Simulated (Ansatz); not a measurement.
Reaction (ligand exchange at a B–C bond): `NBCF` + dimethylamine → `CN(C)BN` + fluoromethane

Program: Ansatz. Geometries: PBE0-D4/def2-TZVP. ΔE: electronic, gas phase. CCSD(T)/CBS is the MP2 limit (def2-TZVPP, def2-QZVPP) plus CCSD(T) − MP2 in def2-TZVPP, frozen cores. This one scheme is used for every species. Functionals use def2-TZVPP. HSE06 is defined as in plane-wave codes. Each species was taken in one conformer, which may not be the lowest.

```tsv
level	ΔE (kcal/mol)
PBE-D4	-21.0
HSE06-D4	-21.5
PBE	-20.2
HF/def2-TZVPP	-21.2
MP2/def2-TZVPP	-23.4
SCS-MP2/def2-TZVPP	-22.7
CCSD/def2-TZVPP	-21.8
HF/CBS(def2)	-21.4
```

What does CCSD(T)/CBS give? (An estimate is asked.)

Ansatz gave: -22.1 kcal/mol. The listed levels differ from it by 1.1, 0.6, 1.9, 0.9, -1.3, -0.6, 0.3, 0.7 kcal/mol.

Largest T1 diagnostic among the species: 0.012.

From BLYP to BHLYP (50 % exact exchange), in def2-TZVPP and without D4, ΔE moves by −1.3 kcal/mol. The D4 term adds −1.3 kcal/mol with B3LYP and −0.7 kcal/mol with PBE0; it sums over pairs of atoms, weighted by their polarisabilities, and B3LYP, whose exchange is more repulsive, gets the larger term. In def2-TZVPP, CCSD(T) changes the Hartree–Fock value by −0.9 kcal/mol (the triples alone add −0.3 kcal/mol) and MP2 by −2.2 kcal/mol.

B3LYP here is the variant with VWN-RPA as its local correlation; programs differ in this.
